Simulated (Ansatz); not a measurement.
Ansatz (a quantum-chemistry and plane-wave program) input (CCSD(T)/aug-cc-pV(D+d)Z):
A basis named .json is the Basis Set Exchange file of that set.

Ansatz 0.2 input:
```yaml
crystal:
  periodic: [false, false, false]
  atoms:
    - {symbol: C, position_ang: [-0.13704582, -0.51533626, -0.94136449]}
    - {symbol: C, position_ang: [-1.25989771, -0.60727356, 0.06419813]}
    - {symbol: Cl, position_ang: [-2.05367731, 1.18681658, 0.04822988]}
    - {symbol: C, position_ang: [1.09985487, 0.21190739, -0.43394654]}
    - {symbol: Cl, position_ang: [2.14301352, -0.80070708, 0.68655903]}
    - {symbol: H, position_ang: [0.14458868, -1.54118430, -1.21526243]}
    - {symbol: H, position_ang: [-0.38720526, 0.00380284, -1.89413215]}
    - {symbol: H, position_ang: [-2.08262904, -1.14643420, -0.42627624]}
    - {symbol: H, position_ang: [1.77630394, 0.50116693, -1.23813434]}
    - {symbol: H, position_ang: [0.81275831, 1.08300156, 0.14907087]}
basis:
  gaussian:
    orbitals: aug-cc-pV_D+d_Z.json
total_charge: -1
magnetization: {spin_polarized: false}
correlation: {method: ccsd_t, electrons: outside_noble_gas}
output: {forces: true}
```

Output:

```
Functional definition: HF
integrals: 0.70 GiB planned
1735 factors; integrals over basis functions are off by at most 6.1e-4 eV
mean field: 1.10 GiB planned
mean field evaluation 1: about -28174.8727 eV, gradient 2.5e1 eV
mean field evaluation 2: about -28174.8925 eV, gradient 2.5e1 eV
mean field evaluation 4: about -28177.0927 eV, gradient 3.8e0 eV
mean field evaluation 8: about -28177.1516 eV, gradient 3.3e-1 eV
mean field evaluation 16: about -28174.8724 eV, gradient 2.5e1 eV
mean field -28177.15296967 eV, -1035.4912724752 hartree, gradient 6.2e-6 eV, S^2 0.000000; 0 other end points of the search recorded, 0 dependent functions left out
13 core orbitals not correlated
reference -28177.15296967 eV, -1035.4912724752 hartree; 16, 16 occupied and 149, 149 virtual orbitals, 1735 factors
densities: 3.94 GiB planned
second order -20.58892015 eV of doubles, -0.00000000 eV of singles
coupled cluster: 2.10 GiB planned
cycle   1  -21.54718280 eV  change   -9.6e-1 eV  update   1.1e-1
cycle   2  -22.07799943 eV  change   -5.3e-1 eV  update   3.3e-2
cycle   3  -22.20030546 eV  change   -1.2e-1 eV  update   2.1e-2
cycle   4  -22.20355898 eV  change   -3.3e-3 eV  update   7.4e-3
cycle   5  -22.19824099 eV  change    5.3e-3 eV  update   5.6e-3
cycle   6  -22.19805832 eV  change    1.8e-4 eV  update   2.8e-3
cycle   7  -22.19857349 eV  change   -5.2e-4 eV  update   1.4e-3
cycle   8  -22.19861590 eV  change   -4.2e-5 eV  update   7.1e-4
cycle   9  -22.19869054 eV  change   -7.5e-5 eV  update   3.2e-4
cycle  10  -22.19878414 eV  change   -9.4e-5 eV  update   1.3e-4
cycle  11  -22.19869160 eV  change    9.3e-5 eV  update   6.8e-5
cycle  12  -22.19868789 eV  change    3.7e-6 eV  update   3.1e-5
cycle  13  -22.19869121 eV  change   -3.3e-6 eV  update   1.5e-5
cycle  14  -22.19869511 eV  change   -3.9e-6 eV  update   8.2e-6
cycle  15  -22.19870409 eV  change   -9.0e-6 eV  update   4.0e-6
perturbative correction -0.84225970 eV, -0.0309524732 hartree
the calculation of the forces begins
Total energy: -28200.19393347 eV, -1036.3380122771 hartree
Atom 0 at    -0.137046    -0.515336    -0.941364 Å, force     0.128259     0.067241    -0.174144 eV/Å
Atom 1 at    -1.259898    -0.607274     0.064198 Å, force    -0.049937     0.202045     0.687194 eV/Å
Atom 2 at    -2.053677     1.186817     0.048230 Å, force     0.030547     0.015978    -0.029349 eV/Å
Atom 3 at     1.099855     0.211907    -0.433947 Å, force     0.158240    -0.254356     0.231333 eV/Å
Atom 4 at     2.143014    -0.800707     0.686559 Å, force    -0.011029    -0.045803     0.003742 eV/Å
Atom 5 at     0.144589    -1.541184    -1.215262 Å, force     0.121591    -0.440350    -0.096210 eV/Å
Atom 6 at    -0.387205     0.003803    -1.894132 Å, force    -0.136808     0.187071    -0.303269 eV/Å
Atom 7 at    -2.082629    -1.146434    -0.426276 Å, force    -0.400674    -0.272396    -0.245121 eV/Å
Atom 8 at     1.776304     0.501167    -1.238134 Å, force     0.301243     0.120417    -0.358190 eV/Å
Atom 9 at     0.812758     1.083002     0.149071 Å, force    -0.141432     0.420152     0.284012 eV/Å
Dipole moment:     0.848713     0.034714    -0.493258 e Å
```

It need not be the lowest isomer of its formula. Whether it binds its extra electron was not tested at this geometry.
